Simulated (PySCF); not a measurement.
C5H12S2, SMILES C(SC)CCSC.

The structure is a stationary point at PBE0-D3(BJ)/def2-SVP. The values are those of a single conformer.

Two levels are set side by side: PBE/def2-SVP (PySCF) and r2SCAN/def2-SVP (PySCF). Same geometry, gas phase. Differences are taken from unrounded values.

```tsv
quantity	r2SCAN
orbital gap (eV)	5.48
highest occupied level (eV)	-5.13
lowest empty level (eV)	0.34
dipole moment (D)	3.04
mean polarisability (bohr³)	90.0
```

What does PBE give, and how far is it from r2SCAN? (An estimate is asked for; the answer gives what the named calculation found.)


| quantity | PBE | PBE minus r2SCAN |
|---|---|---|
| orbital gap (eV) | 4.92 | -0.56 |
| highest occupied level (eV) | -4.83 | 0.30 |
| lowest empty level (eV) | 0.08 | -0.26 |
| dipole moment (D) | 2.80 | -0.24 |
| mean polarisability (bohr³) | 91.6 | 1.7 |

Rough cost on one machine, each run with all the roots and properties that it gave: r2SCAN against PBE about 3 times.
